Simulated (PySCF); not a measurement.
**Heteronuclear NMR**

Structure with atom numbers: `[O:1]=[C:2]([OH:3])[CH2:4][O:5][SiH2:6][CH2:7][SiH3:8]`. Each H is labelled by its parent atom.

Gas phase, a single conformation, one averaged value for each set of equivalent atoms, non-relativistic. Coordinates at the GFN2-xTB level; shielding tensors at PBE0/pcSseg-1 (GIAO); PySCF 2.14.

Question: Where does $^{29}$Si resonate?

Answer: 
```tsv
atoms	environment	σ (ppm)	δ (ppm)
Si6	silicon bonded to C, O, 2 H	370.3	-24.4
Si8	silicon bonded to C, 3 H	431.1	-74.4
```

Shieldings were converted by a linear fit to measured shifts: $^{29}$Si: δ = 279.94 − 0.822σ (rms 8.9 ppm, 72 shifts, 25.8 ppm with the 6 outliers that the fit left out vs TMS, solution or neat liquid). Occasional misses reach two or three times the rms, and more in compound classes unlike the fitted ones.

On a 400 MHz spectrometer $^{29}$Si resonates near 79.5 MHz, so 1 ppm is 79.5 Hz.

Question: What are the $^{17}$O shifts?

Answer: 
```
atoms             environment  σ (ppm)  δ (ppm)
   O1         carbonyl oxygen    -87.6    346.5
   O3    acid hydroxyl oxygen    139.7    139.5
   O5  oxygen bonded to C, Si    330.2    -34.1
```

Shieldings were converted by a linear fit to measured shifts: $^{17}$O (scatter 10.7 ppm rms, 12.2 ppm with the 3 outliers that the fit left out vs liquid water, solution or neat liquid). A few per cent of atoms miss by over 2 rms, more outside the fitted compound classes.

On a 500 MHz spectrometer $^{17}$O resonates near 67.8 MHz, so 1 ppm is 67.8 Hz.

In solution the two oxygens of a carboxylic acid exchange roles by proton transfer and give one 17O line. Hydrogen bonding in solution shields acid and N–H amide carbonyl oxygens by tens of ppm.
